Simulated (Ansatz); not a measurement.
**Worked example: GaHF2 + C2H3Si → GaHF + C2H3FSi**

Species: GaHF2 `[F][GaH][F]`, singlet; C2H3Si `C#C[SiH2]`, doublet; GaHF `[F][GaH]`, doublet; C2H3FSi `C#C[SiH2]F`, singlet. A radical takes F: the energy is the difference in strength between the Ga–F bond broken and the Si–F bond made.

Shapes, held fixed at every level: PBE0-D4/def2-TZVP. Programs: Ansatz 0.2.0. The zero-point and thermal change to 298 K, harmonic and unscaled (PBE0-D4/def2-TZVP), is +2.3 kJ/mol.

At CCSD(T)/def2-TZVPP; 1 Eh = 2625.50 kJ/mol:

| species | energy (Eh) |
| --- | --- |
| GaHF2 | -2123.630403 |
| C2H3Si | -366.806247 |
| GaHF | -2023.797211 |
| C2H3FSi | -466.671323 |

Problem. Work out ΔH(298 K) of the reaction at this level.

Solution. 
1. Products less reactants: (-2023.797211) + (-466.671323) − [(-2123.630403) + (-366.806247)] = -0.031884 Eh = -83.7 kJ/mol.
2. With the thermal change: -83.7 + (+2.3) = -81.4 kJ/mol.

Other levels give -97.3 (wB97M-V/def2-TZVPP) to -56.7 kJ/mol (CCSD/def2-SVP). No measured value is set beside it here. Spin contamination: C2H3Si (⟨S²⟩ up to 0.85). Open shells run unrestricted. Relativity is left out for Ga. Outer-core shells of Ga are correlated, in sets that cover them unevenly.
